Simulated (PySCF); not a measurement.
ORD: `F[C@@H]1CC[CH2][Ge@H]([F])[CH2]1`, C₅H₁₀F₂Ge

Geometry:
| atom | x (Å) | y (Å) | z (Å) |
| --- | --- | --- | --- |
| F1 | -0.889 | 2.693 | -0.107 |
| C2 | -0.316 | 1.448 | -0.342 |
| C3 | -1.384 | 0.381 | -0.118 |
| C4 | -1.013 | -0.974 | -0.720 |
| C5 | 0.071 | -1.702 | 0.074 |
| Ge6 | 1.645 | -0.515 | 0.322 |
| F7 | 2.394 | -0.949 | 1.861 |
| C8 | 0.898 | 1.305 | 0.559 |
| H9 | -0.020 | 1.468 | -1.400 |
| H10 | -2.307 | 0.739 | -0.581 |
| H11 | -1.566 | 0.276 | 0.954 |
| H12 | -1.908 | -1.601 | -0.752 |
| H13 | -0.680 | -0.826 | -1.750 |
| H14 | -0.304 | -1.953 | 1.069 |
| H15 | 0.334 | -2.638 | -0.419 |
| H16 | 2.836 | -0.659 | -0.607 |
| H17 | 0.585 | 1.418 | 1.599 |
| H18 | 1.615 | 2.097 | 0.343 |

Theory: PySCF 2.14.0, TDDFT CAM-B3LYP/def2-SVPD circular dichroism and optical rotation, one conformer, gas phase. Geometry: GFN2-xTB.

The calculation is non-relativistic, which matters for the atoms heavier than Zn.

Stereocentres: C2 R, Ge6 S.

Problem. What is the specific rotation at 633, 589.3, 546, 436, 405, 365, 355 nm?

Solution. [α] in deg dm⁻¹ (g/mL)⁻¹:
| λ (nm) | origin-invariant length gauge | modified velocity gauge | length gauge (centre of mass) | isotropic polarisability (au) |
| --- | --- | --- | --- | --- |
| 633 | +6.3 | +4.5 | +7.0 | 86.2 |
| 589.3 | +7.3 | +5.2 | +8.1 | 86.4 |
| 546 | +8.7 | +6.2 | +9.6 | 86.8 |
| 436 | +14.6 | +10.3 | +16.1 | 88.2 |
| 405 | +17.4 | +12.3 | +19.2 | 88.8 |
| 365 | +22.7 | +16.0 | +24.9 | 89.9 |
| 355 | +24.4 | +17.2 | +26.8 | 90.2 |

Problem. And for the mirror image at 589.3 nm?

Solution. -7.3 deg dm⁻¹ (g/mL)⁻¹ (origin-invariant length gauge): the same size and the opposite sign.

Problem. What is the molar rotation [Φ] = [α]·M/100 of the geometry above at 589.3 nm?

Solution. With M = 180.76 g/mol, +13.2 deg cm² dmol⁻¹ (origin-invariant length gauge).

The first excitation lies at 7.07 eV (175 nm) with R = +1.3 × 10⁻⁴⁰ esu² cm² (velocity form).
